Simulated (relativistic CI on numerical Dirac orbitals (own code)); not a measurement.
## d8 in a ligand field

Computed with a parametric ligand-field model of a d^n configuration (Racah B and C, spin-orbit zeta, crystal field), exact diagonalisation.

Field parameters in Wybourne normalisation: Oh B⁴₀ = 21Dq, B⁴₄ = √(5/14) B⁴₀; Td as Oh with Dq negative (B⁴₀ = 21Dq, B⁴₄ = √(5/14) B⁴₀). The field is a parameter set, without covalency.

Lowest levels for B = 860, C = 3910, ζ = 330 cm⁻¹, Td, 10Dq = -7400 cm⁻¹?

A1 0 (S 1.00), T1 224 (S 1.00), E 657 (S 1.00), T2 692 (S 1.00), T1 6821 (S 1.00), E 6847 (S 1.00), T2 6932 (S 1.00), A2 7055 (S 1.00), T2 13850 (S 0.17) cm⁻¹, with S from ⟨S²⟩ = S(S + 1). The ground level has 3.91 electrons in the cubic e pair.

Lowest levels for B = 480, C = 2020, ζ = 700 cm⁻¹, Oh, 10Dq = 12200 cm⁻¹?

T2 0 (S 1.00), E 7641 (S 0.07), T1 12040 (S 1.00), E 12074 (S 0.98), T2 12441 (S 1.00), A2 12652 (S 1.00), A1 13743 (S 0.15), T1 17044 (S 1.00), A1 17151 (S 0.94) cm⁻¹, with S from ⟨S²⟩ = S(S + 1). The ground level has 2.01 electrons in the cubic e pair.

Lowest levels for B = 710, C = 2810, ζ = 830 cm⁻¹, Oh, 10Dq = 26950 cm⁻¹?

T2 0 (S 1.00), E 11148 (S 0.01), A1 20768 (S 0.02), E 26735 (S 1.00), T1 26745 (S 1.00), T2 27190 (S 1.00), A2 27433 (S 1.00), T2 34647 (S 0.99), T1 34714 (S 1.00) cm⁻¹, with S from ⟨S²⟩ = S(S + 1). The ground level has 2.00 electrons in the cubic e pair.

Lowest levels for B = 410, C = 2090, ζ = 320 cm⁻¹, Oh, 10Dq = 29450 cm⁻¹?

T2 0 (S 1.00), E 7423 (S 0.00), A1 14106 (S 0.00), E 29362 (S 1.00), T1 29367 (S 1.00), T2 29532 (S 1.00), A2 29620 (S 1.00), T2 34093 (S 1.00), E 34115 (S 1.00) cm⁻¹, with S from ⟨S²⟩ = S(S + 1). The ground level has 2.00 electrons in the cubic e pair.

Lowest levels for B = 1000, C = 3820, ζ = 380 cm⁻¹, Oh, 10Dq = 13800 cm⁻¹?

T2 0 (S 1.00), E 13574 (S 0.96), T1 13713 (S 1.00), T2 13917 (S 1.00), A2 14016 (S 1.00), E 15328 (S 0.13), A1 21362 (S 0.99), T1 21597 (S 1.00), T2 21943 (S 1.00) cm⁻¹, with S from ⟨S²⟩ = S(S + 1). The ground level has 2.00 electrons in the cubic e pair.
